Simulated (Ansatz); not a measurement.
C$_{3}$H$_{3}$FOSe (`CC1(F)OC1=[Se]`), relaxed with RKS PBE-D4/def2-SVP in the Gaussian-basis code of Ansatz from a rough embedded geometry. The force threshold is 0.03 eV/Å; the program also tests the step.

Total charge 0; spin multiplicity 1.

Start:

```xyz
9

C    -0.178    0.089   -1.133
C    -0.256   -0.430    0.313
F    -1.471   -0.798    0.787
O     0.665   -1.319    0.699
C     0.600    0.064    1.267
Se    1.037    1.601    2.405
H    -0.583   -0.616   -1.811
H     0.901    0.295   -1.343
H    -0.715    1.113   -1.184
```

**Question.** How much energy does the relaxation release, and in how many steps? (Best estimate.)

**Answer.** Computed: 156.34 kJ/mol, in 9 steps, 1 of them rejected.

**Question.** Which bonds change most? (Estimate.)

**Answer.** Ansatz gave: C5–Se6 from 1.962 to 1.753 Å; C2–O4 from 1.337 to 1.485 Å; O4–C5 from 1.496 to 1.351 Å; C2–C5 from 1.373 to 1.456 Å.

**Question.** Give the relaxed structure. (Best estimate.)

**Answer.** The calculation gave: 
```xyz
9

C    -0.200    0.094   -1.159
C    -0.315   -0.252    0.291
F    -1.545   -0.690    0.638
O     0.766   -1.087    0.873
C     0.584    0.161    1.359
Se    1.253    1.231    2.576
H    -0.473   -0.786   -1.776
H     0.829    0.412   -1.404
H    -0.899    0.919   -1.397
```
